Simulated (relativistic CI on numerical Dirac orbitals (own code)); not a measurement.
**Pr⁴⁺: calculation against measurement**

Method of calculation: Dirac-Coulomb-Breit CI, orbitals from a KLI potential per configuration, model QED (radiative potential, 1s self-energy scaled to tabulated hydrogen-like ionisation energies), valence Slater integrals scaled by 0.85, configuration energies shifted to the measured levels that pair with them (semi-empirical) (own radial code, finite nucleus).

Configuration list (outside the closed core [Kr] 4d10): 4f.5s2.5p6, 5s2.5p6.5d, 5s2.5p6.6s, 5s2.5p6.6p, 5s2.5p6.7s, 4f.5s2.5p5.5d, 4f3.5s2.5p4, 4f2.5s2.5p5, 4f.5s2.5p4.5d2, 4f.5s2.5p5.5f, 4f.5s.5p6.5d, 4f2.5s2.5p4.5d, 5s2.5p5.5d2, 5s2.5p6.6d, 4f.5s2.5p5.5g, 4f.5s2.5p5.6s, 4f3.5p6, 5s2.5p6.5f, 5s2.5p6.7p, 4f2.5s.5p6, 4f.5s2.5p5.6p, 5s2.5p6.6f, 5s2.5p6.7d, 4f3.5s.5p5, 4f.5s.5p6.5f, 5s2.5p5.5d.5f, 4f2.5s.5p5.5d, 4f.5s.5p6.5g, 5s2.5p6.5g, 5s2.5p6.7f. Levels of other configurations are missing.

```
Configuration  Term (tabulated)    J  Measured (cm⁻¹)  Computed  Error  Purity (%)
   4f.5s2.5p6               2F°  5/2              0.0         0      0          97
   4f.5s2.5p6               2F°  7/2           3027.4      2866   -161          97
   5s2.5p6.5d                2D  3/2         115052.3    115181    128          96
   5s2.5p6.5d                2D  5/2         118513.8    118386   -128          96
   5s2.5p6.6s                2S  1/2         178971.1    178971      0          98
   5s2.5p6.6p               2P°  3/2         230039.5    230040      0          99
```

Measured levels from Martin, Zalubas and Hagan, Atomic Energy Levels: The Rare-Earth Elements, NSRDS-NBS 60 (1978); pairs were made by configuration, J and term (by order where the table uses no LS term), so strongly mixed levels may be paired wrongly.

Mean error by configuration (cm⁻¹): 4f.5s2.5p6 -161; 5s2.5p6.5d 0; 5s2.5p6.6s 0; 5s2.5p6.6p 0. Over the excited levels the mean absolute error is 84 cm⁻¹ (5 of the 5 excited levels that our extract of the source holds in range could be paired), and the median relative error of those above 1,000 cm⁻¹ is 0.11 %, both after the shifts were fitted to these levels, so that a configuration with one level shows no error.

Configurations whose levels could be paired with our table of measured levels were shifted onto them, all but the ground configuration, by the median error of their levels; single terms can still be off by 1,000 to 2,000 cm⁻¹ or more, and rates follow the energies as ν³ (E1, M1) or ν⁵ (E2). The others borrow a shift and can be off by several thousand cm⁻¹ or more. Levels and lines within the n = 5 or 6 shells can be off by up to 10 % or somewhat more, and those that change n by about 2 %, since core polarisation is missing. 5 of the 5 excited levels that our extract of the measured tables holds in this range could be paired (the sources list more); they are missed by 84 cm⁻¹ on average and 161 at most, after the shifts were fitted to these levels, and levels without a partner can miss by more. Levels that differ in their count of f electrons can be misplaced by several ten thousand cm⁻¹, since the correlation energy of f electrons is missing or only estimated; rates across such gaps can be off by orders of magnitude.

Shifts applied (cm⁻¹): 4f.5s2.5p6 0; 5s2.5p6.5d -8823; 5s2.5p6.6s -18334; 5s2.5p6.6p -16918.
